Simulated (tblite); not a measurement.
C₇H₉PS₂.
Cartesian coordinates in Å at the GFN2-xTB level; atoms count from 1:
```xyz
19
C7H9PS2 angstrom
C      1.9834    0.8536    0.2115
C      2.1981    0.0145   -0.9946
C      1.4298   -1.0118   -1.3418
P      0.0389   -1.6114   -0.3455
S      0.4659   -2.4951    1.3202
C     -1.1573   -0.2574   -0.2206
C     -1.9098   -0.0027    0.9560
C     -2.7271    1.0677    0.8194
S     -2.5965    1.7903   -0.7382
C     -1.4258    0.6362   -1.2163
H      1.6491    1.8511   -0.0770
H      2.9172    0.9639    0.7607
H      1.2378    0.4022    0.8659
H      3.0399    0.2881   -1.6207
H      1.6464   -1.6061   -2.2211
H     -0.5713   -2.4377   -1.3006
H     -1.8226   -0.6025    1.8451
H     -3.4069    1.4862    1.5347
H     -0.9990    0.6801   -2.1990
```

Computed with GFN2-xTB (tblite): harmonic, unscaled wavenumbers at the GFN2-xTB geometry, gas phase. Against measured fundamentals such values can be off by several per cent, at times by over 20. Modes of hydrogen on phosphorus can be 10 to 20 % off. One conformer, not necessarily the lowest.

Harmonic wavenumbers (cm⁻¹): 25.1, 47.1, 79.7, 106.1, 135.1, 138.8, 185.3, 249.2, 279.8, 372.2, 400.4, 419.9, 529.7, 564.8, 611.5, 676.5, 701.9, 741.4, 755.7, 757.3, 806.2, 842.5, 849.1, 870.4, 889.0, 897.6, 906.7, 984.2, 1030.8, 1060.7, 1069.3, 1088.2, 1152.0, 1204.3, 1299.2, 1336.4, 1393.4, 1432.6, 1449.5, 1463.3, 1517.4, 1668.5, 2190.4, 2992.1, 3006.9, 3021.7, 3025.0, 3040.0, 3124.2, 3158.3, 3164.8.

A = 1323, B = 603.5, C = 494.2 MHz; mass 187.988 u (most abundant isotopes); point group C1, symmetry number 1.

Question: What is the zero-point energy?

Answer: ½Σν̃ = 29856 cm⁻¹ = 85.36 kcal/mol.

Question: What is S at 400 K and 1 bar for an ideal gas of classical rigid rotors and harmonic oscillators?

Answer: Translation 43.09, rotation 31.95, vibration 49.12: S = 124.2 cal/(mol K).

Question: And Cp and H(400 K) − H(0)?

Answer: Cp = 54.03 cal/(mol K), of which vibrations give 46.08 (their classical limit is 51 R = 101.3); H(400 K) − H(0) = 12.83 kcal/mol without the zero-point energy, 9.65 from vibrations.

Question: How do the functions run with temperature in this model?

Answer: 
```
T (K)  S (cal/(mol K))  Cp (cal/(mol K))  H − H(0) (kcal/mol)  G − H(0) (kcal/mol)  ln q(vib)
  100             77.0              21.5                 1.50                -6.20       2.96
  200             95.0              32.0                 4.16               -14.84       6.35
  300            110.2              43.5                 7.94               -25.11       9.51
  500            137.2              62.5                18.68               -49.91      15.58
  800            170.5              79.1                40.17               -96.26      24.02
 1000            189.0              85.9                56.71              -132.25      29.13
```

q(vib) and H(0) count from the zero-point level.

Question: Which modes carry the vibrational entropy at 400 K?

Answer: 25.1 cm⁻¹: 6.77; 47.1 cm⁻¹: 5.52; 79.7 cm⁻¹: 4.48; 106.1 cm⁻¹: 3.91; 135.1 cm⁻¹: 3.44; 138.8 cm⁻¹: 3.39 cal/(mol K); the other 45 give 21.62 together.

Question: What must be added to the electronic energy to get the Gibbs energy at 400 K and 1 bar?

Answer: ZPE + [H(400 K) − H(0)] − T·S = 85.36 + 12.83 − 49.66 = 48.53 kcal/mol.

Hindered rotation and anharmonicity are outside this model. Other conformers, if any are populated, would add a mixing term that is left out. The structure is chiral; the term R ln 2 for an equal mix with its mirror image is left out.
